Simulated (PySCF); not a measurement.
Compound: C6H9FO3S.
Atom-mapped SMILES: `[O:1]=[S:2](=[O:3])([OH:4])[C@@H:5]1[CH2:6][C@:7]12[CH2:8][CH2:9][C@H:10]2[F:11]` (hydrogens: H12 on O4; H13 on C5; H14, H15 on C6; H16, H17 on C8; H18, H19 on C9; H20 on C10)

Computed by this run: PBE0-D3(BJ)/def2-SVP geometry optimisation, gas phase (PySCF); density fitting, grid level 1; the optimiser is geomeTRIC in internal coordinates, started from a GFN2-xTB structure with every atom displaced at random (about 0.01 Å).

Step 5: E = -26024.5023 eV
```
atom  x, y, z in Å  |  force x, y, z in eV/Å
O1      1.3748    0.0395    2.2475   -0.177   0.219   0.521
S2      1.9490   -0.5357    1.0507    0.226  -0.079  -0.644
O3      2.0577   -1.9600    0.8546    0.026  -0.179   0.056
O4      3.4563    0.0570    0.8912   -0.104  -0.086   0.056
C5      1.1458    0.1508   -0.3541   -0.234   0.018  -0.066
C6      0.3851    1.4357   -0.2144    0.004   0.016  -0.104
C7     -0.3564    0.1524   -0.3271    0.179  -0.150   0.186
C8     -1.3146   -0.4727    0.6857   -0.019   0.065  -0.031
C9     -2.3694   -0.5506   -0.4433   -0.007  -0.040   0.002
C10    -1.2841   -0.2140   -1.4725   -0.014   0.078  -0.053
F11    -1.5708    0.8061   -2.3392    0.023  -0.038   0.002
H12     3.5338    0.8035    1.5016    0.025   0.100   0.041
H13     1.6593   -0.1176   -1.2811    0.048   0.044  -0.024
H14     0.4078    1.9183    0.7663   -0.021   0.014   0.005
H15     0.3683    2.0948   -1.0863    0.035   0.043   0.029
H16    -1.5631    0.1541    1.5511   -0.002  -0.014   0.036
H17    -0.9762   -1.4538    1.0476    0.016  -0.009  -0.029
H18    -3.1044    0.2649   -0.3933    0.015   0.017  -0.001
H19    -2.8958   -1.5052   -0.5775   -0.020   0.008  -0.003
H20    -0.9336   -1.0753   -2.0650    0.000  -0.024   0.019
```

Step 6: E = -26024.5098 eV
```
atom  x, y, z in Å  |  force x, y, z in eV/Å
O1      1.3422   -0.0393    2.2410   -0.232   0.251   0.638
S2      1.9717   -0.5506    1.0456    0.289  -0.068  -0.741
O3      2.1706   -1.9588    0.8135   -0.021  -0.192   0.054
O4      3.4497    0.1190    0.9321   -0.093  -0.059   0.065
C5      1.1554    0.1356   -0.3516   -0.291  -0.060  -0.110
C6      0.3825    1.4140   -0.2080    0.008   0.038  -0.139
C7     -0.3489    0.1266   -0.3257    0.242  -0.186   0.211
C8     -1.3143   -0.4942    0.6821   -0.024   0.067  -0.037
C9     -2.3831   -0.4947   -0.4361   -0.017  -0.019   0.000
C10    -1.2807   -0.2352   -1.4677   -0.005   0.066  -0.078
F11    -1.5140    0.7572   -2.3802    0.016  -0.031   0.016
H12     3.4427    0.9200    1.4746    0.039   0.092   0.039
H13     1.6637   -0.1291   -1.2834    0.054   0.078  -0.001
H14     0.3969    1.8961    0.7730   -0.015   0.014   0.010
H15     0.3635    2.0733   -1.0804    0.036   0.041   0.051
H16    -1.5270    0.1059    1.5752    0.001  -0.011   0.037
H17    -1.0073   -1.5008    1.0003    0.015  -0.004  -0.034
H18    -3.0435    0.3823   -0.3754    0.012   0.004   0.000
H19    -2.9911   -1.3997   -0.5682   -0.010  -0.001  -0.003
H20    -0.9598   -1.1354   -2.0183   -0.004  -0.020   0.023
```

Step 7: E = -26024.5188 eV
```
atom  x, y, z in Å  |  force x, y, z in eV/Å
O1      1.3302   -0.0428    2.2412   -0.121   0.138   0.332
S2      1.9743   -0.5494    1.0453    0.150  -0.057  -0.397
O3      2.1909   -1.9573    0.8201   -0.027  -0.096   0.038
O4      3.4434    0.1365    0.9477   -0.046  -0.002   0.033
C5      1.1570    0.1279   -0.3568   -0.186  -0.063  -0.063
C6      0.3824    1.4045   -0.2061   -0.019   0.052  -0.119
C7     -0.3434    0.1129   -0.3258    0.175  -0.126   0.124
C8     -1.3104   -0.5099    0.6780   -0.025   0.042  -0.022
C9     -2.3861   -0.4733   -0.4327   -0.018   0.001  -0.002
C10    -1.2800   -0.2417   -1.4664    0.004   0.034  -0.061
F11    -1.4921    0.7412   -2.3929    0.008  -0.022   0.014
H12     3.4099    0.9630    1.4515    0.034   0.033   0.019
H13     1.6683   -0.1289   -1.2902    0.041   0.070   0.036
H14     0.3935    1.8823    0.7773    0.004   0.001   0.009
H15     0.3662    2.0711   -1.0733    0.009   0.013   0.041
H16    -1.5057    0.0704    1.5880    0.004  -0.008   0.026
H17    -1.0144   -1.5287    0.9676    0.011   0.001  -0.024
H18    -3.0138    0.4267   -0.3614    0.008  -0.001  -0.003
H19    -3.0264   -1.3555   -0.5671   -0.004  -0.002   0.002
H20    -0.9743   -1.1567   -2.0017   -0.003  -0.008   0.017
```

Step 8: E = -26024.5245 eV
```
atom  x, y, z in Å  |  force x, y, z in eV/Å
O1      1.3329   -0.0220    2.2480    0.040  -0.027  -0.113
S2      1.9717   -0.5442    1.0464   -0.059   0.024   0.143
O3      2.1764   -1.9585    0.8397   -0.017   0.055  -0.005
O4      3.4419    0.1343    0.9496    0.030   0.020  -0.031
C5      1.1538    0.1277   -0.3594    0.004  -0.021  -0.005
C6      0.3756    1.4027   -0.2070   -0.024   0.029   0.015
C7     -0.3394    0.1032   -0.3250    0.021  -0.040  -0.030
C8     -1.3071   -0.5240    0.6735   -0.019   0.017   0.005
C9     -2.3871   -0.4617   -0.4320   -0.005   0.007   0.001
C10    -1.2780   -0.2466   -1.4665    0.003  -0.010  -0.004
F11    -1.4761    0.7296   -2.4009    0.001  -0.004  -0.003
H12     3.4118    0.9756    1.4307   -0.001  -0.036   0.006
H13     1.6766   -0.1134   -1.2901    0.019   0.019   0.020
H14     0.3838    1.8761    0.7789    0.014  -0.009   0.004
H15     0.3602    2.0767   -1.0675   -0.011  -0.015  -0.004
H16    -1.4907    0.0368    1.5985    0.006  -0.008   0.002
H17    -1.0144   -1.5510    0.9370   -0.002  -0.001  -0.008
H18    -2.9941    0.4517   -0.3523    0.004   0.000  -0.004
H19    -3.0466   -1.3294   -0.5686   -0.002   0.000   0.006
H20    -0.9819   -1.1713   -1.9905    0.000  -0.001   0.005
```

Question: Estimate the geometry and energy of step 9. (The exact step hangs on the optimiser's Hessian estimate; all steps are aligned on step 8, rigid shifts and turns removed.)

Answer: E = -26024.5256 eV, largest force 0.166 eV/Å
```
atom  x, y, z in Å  |  force x, y, z in eV/Å
O1      1.3337   -0.0031    2.2471    0.063  -0.038  -0.134
S2      1.9691   -0.5370    1.0483   -0.059   0.002   0.155
O3      2.1640   -1.9537    0.8495   -0.015   0.036   0.002
O4      3.4446    0.1291    0.9463    0.018   0.023  -0.031
C5      1.1533    0.1292   -0.3607    0.039   0.015   0.018
C6      0.3724    1.4020   -0.2049   -0.037   0.018   0.015
C7     -0.3384    0.0997   -0.3258   -0.013  -0.020  -0.045
C8     -1.3061   -0.5302    0.6709   -0.012   0.014   0.012
C9     -2.3875   -0.4591   -0.4324    0.002  -0.002  -0.001
C10    -1.2776   -0.2492   -1.4673   -0.001   0.002   0.012
F11    -1.4723    0.7256   -2.4035    0.000   0.000  -0.010
H12     3.4232    0.9712    1.4262   -0.002  -0.024   0.011
H13     1.6809   -0.1067   -1.2898    0.013   0.007   0.013
H14     0.3814    1.8715    0.7831    0.009  -0.009  -0.003
H15     0.3545    2.0788   -1.0628   -0.013  -0.013  -0.013
H16    -1.4857    0.0242    1.6007    0.004  -0.005  -0.002
H17    -1.0149   -1.5598    0.9261   -0.003  -0.003  -0.005
H18    -2.9882    0.4581   -0.3504    0.005   0.001  -0.003
H19    -3.0528   -1.3223   -0.5690   -0.002   0.000   0.004
H20    -0.9843   -1.1760   -1.9890    0.002  -0.004   0.005
```

The energy changes by -0.0011 eV. The first-order estimate −F·Δx gives -0.0016 eV and the mean of the old and new forces, exact on a quadratic surface, -0.0012 eV. The step makes an angle of 81° with the force vector and moves no atom by more than 0.019 Å.

The cost below is that of the whole optimisation. The run took 4.4 min on one thread of an Intel Xeon 6975P-C, no GPU, shared host with 192 logical CPUs at a one-minute load of 13, and the process peaked at 0.90 GiB of memory.
